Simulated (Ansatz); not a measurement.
Complex: HF (SMILES F) (first 2 atoms) with AsH3 (SMILES [AsH3]); geometry from B3LYP-D3(BJ)/def2-TZVP.
(charge 0, multiplicity 1):
| atom | x (Å) | y (Å) | z (Å) |
|---|---|---|---|
| F | 0.8330 | -0.5598 | -0.2549 |
| H | 0.5508 | -0.3219 | 0.6061 |
| As | -0.1662 | 0.2840 | 2.8096 |
| H | 0.6244 | -0.0922 | 4.0494 |
| H | -1.4952 | -0.1715 | 3.3838 |
| H | -0.3532 | 1.7297 | 3.2325 |

Interaction energies are E(AB) − E(A) − E(B) at the monomers' geometry in the complex; basis-set methods are counterpoise corrected.

Frozen-core correlation. Filled d and f shells under p-block atoms count as core.

Codes used: Ansatz (an electronic-structure program) with Gaussian orbitals. 

Q: One of these levels gives -4.78 kcal/mol for the interaction energy. Which?
A) BLYP/def2-TZVPPD
B) MP2/aug-cc-pVDZ
C) wB97X-V/def2-TZVPPD
D) wB97M-V/def2-TZVPPD

A: C, wB97X-V/def2-TZVPPD. The others give -3.80 (BLYP/def2-TZVPPD), -4.39 (wB97M-V/def2-TZVPPD), -3.48 (MP2/aug-cc-pVDZ)
